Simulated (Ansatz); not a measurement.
Calculated with Ansatz (gas phase, PBE0-D4/def2-TZVP geometries, no zero-point term in ΔE). CCSD(T)/CBS adds triple-zeta CCSD(T) − MP2 to the extrapolated MP2 energy (def2 sets, frozen cores). This one scheme is used for every species. Functionals use def2-TZVPP. Open shells (•) are unrestricted, without spin–orbit coupling. One conformer a species, not always the lowest.

Consider the homolysis of the B–Si bond: `B[Si](C)(O)F` → `[BH2]`• + `C[Si](O)F`•.

| species | revPBE-D4 energy (Eh) |
| --- | --- |
| `B[Si](C)(O)F` | -531.20587 |
| `[BH2]`• | -25.93242 |
| `C[Si](O)F`• | -505.13876 |

Problem. Work out ΔE.

Solution. ΔE = (-25.93242) + (-505.13876) − (-531.20587) = 0.13469 Eh = +353.6 kJ/mol. CCSD(T)/CBS gives +383.0 kJ/mol.

Largest T1 diagnostic among the species: 0.013.

In def2-TZVPP, CCSD(T) changes the Hartree–Fock value by +92.0 kJ/mol (the triples alone add +5.0 kJ/mol) and MP2 by +88.6 kJ/mol; breaking electron pairs costs correlation energy, which Hartree–Fock lacks. The D4 term adds +9.8 kJ/mol with B3LYP and +5.4 kJ/mol with PBE0; it sums over pairs of atoms, weighted by their polarisabilities, and B3LYP, whose exchange is more repulsive, gets the larger term. From PBE to PBE0 (25 % exact exchange), in def2-TZVPP and without D4, ΔE moves by +4.8 kJ/mol.

B3LYP here is the variant with VWN-RPA as its local correlation; programs differ in this.
